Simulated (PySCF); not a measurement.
FH₅O₃Si₂, SMILES F[Si](O[SiH3])(O)O.

Geometry optimised at ωB97X-D3(BJ)/def2-SVP. One conformer was computed; it need not be the lowest.

Two levels are set side by side: TDDFT-PBE/def2-SVPD (PySCF) and TDDFT-CAM-B3LYP/def2-SVPD (PySCF). Vertical, same geometry. The lowest singlet is HOMO→LUMO 100 % with PBE and HOMO→LUMO 66 %, HOMO→LUMO+1 15 % with the other functional; states are paired by order. Differences are taken from unrounded values.

| quantity | TDDFT-PBE |
|---|---|
| lowest singlet excitation (eV) | 6.42 |
| lowest triplet excitation (TDA) (eV) | 6.25 |

Question: These are the TDDFT-PBE values. What does TDDFT-CAM-B3LYP give? (Estimate from the structure and the level; the computed values follow.)

Answer: 
```
quantity                              TDDFT-CAM-B3LYP  TDDFT-PBE minus TDDFT-CAM-B3LYP
------------------------------------  ---------------  -------------------------------
lowest singlet excitation (eV)                   7.68                            -1.26
lowest triplet excitation (TDA) (eV)             7.30                            -1.05
```

Functionals without exact exchange tend to place singlet excitations lower, as here. Differences between two approximate levels are no errors against the true value.

Rough cost on one machine, each run with all the roots and properties that it gave: TDDFT-CAM-B3LYP against TDDFT-PBE about 8 times.
